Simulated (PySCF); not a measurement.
UHF on Sc³⁺ (scandium, charge +3)

Configuration: [Ar], closed-shell 1S. Calculation: PySCF 2.14, in jorge-DZP-DKH (8s6p2d1f, 43 functions); scalar relativity by spin-free X2C-1e.

```
Total energy                        : -761.739613 hartree
One-electron energy                 : -1021.0140 hartree
Hartree (Coulomb) energy            : 296.8517 hartree
Exchange energy                     : -37.5773 hartree
⟨S²⟩                                : 0.0000
⟨L²⟩                                : 0.000
Sum of ⟨r⟩                          : 11.64 bohr
Sum of ⟨r²⟩                         : 12.73 bohr²
Langevin diamagnetic susceptibility : -10.1 ×10⁻⁶ cm³/mol
Time after the integrals            : 0.08 s of wall time on 1 thread of Neoverse-V2 (shared host)
```

```
shell  electrons  mean orbital energy (eV)  rms radius, mean of both spins (bohr)
   1s          2                   -4572.7                                 0.0844
   2s          2                   -557.82                                  0.370
   2p          6                   -460.63                                  0.340
   3s          2                   -102.00                                   1.14
   3p          6                   -73.985                                   1.23
```

Densities and radii are taken from the X2C orbitals without a picture-change correction, which distorts them close to the nucleus.
